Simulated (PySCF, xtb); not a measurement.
B-trichloroborazine (B₃Cl₃H₃N₃), SMILES N1B(NB(NB1Cl)Cl)Cl.

Harmonic wavenumbers (cm⁻¹) from xtb 6.7.1 with GFN2-xTB at its own minimum, in rising order: 92, 131, 131, 155, 155, 328, 341, 341, 350, 470, 470, 561, 696, 696, 714, 714, 723, 811, 1021, 1021, 1044, 1185, 1228, 1284, 1284, 1376, 1376, 3455, 3455, 3455.

Question: What does B3LYP-D3(BJ)/def2-SVP (PySCF) give at its own minimum? (Estimate from the structure and the level; the computed values follow.)

Answer: 96, 145, 145, 167, 167, 354, 377, 377, 391, 556, 556, 662, 689, 689, 732, 757, 757, 873, 1047, 1047, 1153, 1225, 1311, 1367, 1367, 1491, 1491, 3637, 3637, 3637. Paired by order, the mean absolute difference is 62 cm⁻¹ and the zero-point energies are 41.5 and 44.2 kcal/mol.
